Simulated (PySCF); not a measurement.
Spectrum to structure. Computed with TDDFT CAM-B3LYP/def2-SVPD, vertical, gas phase, core orbitals frozen in the response (PySCF). Geometries: GFN2-xTB, one conformer each.

```
state  E (eV)  λ (nm)       f
   S1    4.87   254.5  0.0014
   S2    5.74   216.1  0.0021
   S3    6.26   197.9   0.010
   S4    6.28   197.3   0.037
   S5    6.68   185.6  0.0059
   S6    6.80   182.4   0.035
   S7    6.99   177.4  0.0097
   S8    7.03   176.3   0.012
```

Triplets computed (Tamm–Dancoff): 4.28, 5.17, 5.46 eV.

Question: Which structure fits? All have the formula CH10N2OSi3.
A. `N[Si@@H](C=O)N([SiH3])[SiH3]`
B. `C[Si@@H]1N[Si@H](O)N[SiH2]1`
C. `CN1[SiH2][SiH2]O[Si@@H]1N`
D. `C=NN[SiH2][SiH2]O[SiH3]`
E. `NC(=O)[SiH2][SiH2]N[SiH3]`

Answer: E. Its S1 lies at 4.87 eV; the nearest of the others has S1 at 5.45 eV. S1 is HOMO-1→LUMO+1 (81%). Löwdin shares by element: HOMO nitrogen 54% or more, silicon 21% or more, hydrogen 6% or more (atoms not listed hold the other 19%); LUMO silicon 58%, carbon 7% (atoms not listed hold the other 35%). At the same level the other candidates give, for their lowest levels:
- `N[Si@@H](C=O)N([SiH3])[SiH3]`: 3.23 eV (f 0.000); 5.22 eV (f 0.015); 5.83 eV (f 0.004); 6.50 eV (f 0.001); 6.84 eV (f 0.008); T1 2.56 eV; HOMO -8.53, LUMO -0.69 eV
- `C[Si@@H]1N[Si@H](O)N[SiH2]1`: 6.02 eV (f 0.002); 6.44 eV (f 0.006); 6.70 eV (f 0.018); 6.88 eV (f 0.028); 7.15 eV (f 0.034); T1 5.76 eV; HOMO -8.57, LUMO 0.61 eV
- `CN1[SiH2][SiH2]O[Si@@H]1N`: 5.71 eV (f 0.000); 6.23 eV (f 0.004); 6.45 eV (f 0.019); 6.69 eV (f 0.018); 6.75 eV (f 0.057); T1 5.49 eV; HOMO -8.20, LUMO 0.55 eV
- `C=NN[SiH2][SiH2]O[SiH3]`: 5.45 eV (f 0.001); 5.97 eV (f 0.272); 6.00 eV (f 0.028); 6.31 eV (f 0.011); 6.38 eV (f 0.032); T1 3.81 eV; HOMO -7.99, LUMO 0.35 eV

Shape of the structure used: `[NH2:1][C:2](=[O:3])[SiH2:4][SiH2:5][NH:6][SiH3:7]`: N1–C2–Si4–Si5 172°, C2–Si4–Si5–N6 -15°, Si4–Si5–N6–Si7 -173°, H–N1–C2–O3 -1°, H–N1–C2–O3 -179°.
